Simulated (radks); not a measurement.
The numbers below are computed, except where a source is named.
Spin polarisation of the 5d9 shell in neutral platinum. Start: [Xe] 4f14 5d(up 4.5, down 4.5) 6s(up 0.5, down 0.5); electrons of 5d are moved from spin down to spin up, other shells keep equal spins. Code: a radial shooting solver on a logarithmic mesh with Libxc functionals. Model: scalar-relativistic Kohn-Sham, PBE, spin-polarised, spherical densities, finite nucleus; Fermi nuclear charge, rms radius of each element as measured or else 0.836 A^(1/3) + 0.57 fm.

moment (Bohr magnetons),E - E(0) (eV),e(5d up) (eV),e(5d down) (eV),6s down minus up (eV)
0,0.000,-6.143,-6.143,0.000
0.25,-0.009,-6.216,-6.069,0.075
0.5,-0.037,-6.287,-5.994,0.150
0.75,-0.082,-6.356,-5.917,0.226
1,-0.146,-6.423,-5.838,0.301

At moment 1 the spin-polarisation energy is -0.146 eV and the 5d exchange splitting 0.586 eV, that is 0.586 eV per Bohr magneton; E = -I m^2/4 would give I = 0.585 eV.
